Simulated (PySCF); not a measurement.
# How methods differ on the ionisation energy of Pm⁵⁷⁺

Pm⁵⁷⁺ [He] 2s2 → Pm⁵⁸⁺ [He] 2s1 [2s1/2^1, M_J = 1/2], as a difference of total energies. Calculation: PySCF 2.14, in an uncontracted even-tempered set (17 s from 38 bohr⁻², ratio 2.4; 13 p from 50 bohr⁻², ratio 2.4; 5 d from 160 bohr⁻², ratio 2.6; 4 f from 230 bohr⁻², ratio 2.6); the two-component X2C-1e Hamiltonian. Correlated levels: nothing frozen; the 32 highest virtual spinors dropped. "Screened" scales the spin-orbit matrix elements by Boettger's factors to mimic the two-electron term; Breit and QED terms are absent.

```tsv
method	ionisation energy (eV)
GMP2 (spin-free)	12551.3
GHF (screened spin-orbit)	12545.9
GMP2 (screened spin-orbit)	12552.3
```

Question: How much does correlation contribute at GMP2 (screened spin-orbit)?

Answer: 12552.3 − (12545.9) = 6.4 eV, measured against GHF (screened spin-orbit).

For this ion Breit and QED terms and the two-electron picture change, all absent here, outweigh the correlation shift from GHF to GMP2.

For comparison: 12532 ± 6 eV (theoretical estimate listed by NIST; NIST Atomic Spectra Database, ionization energies).
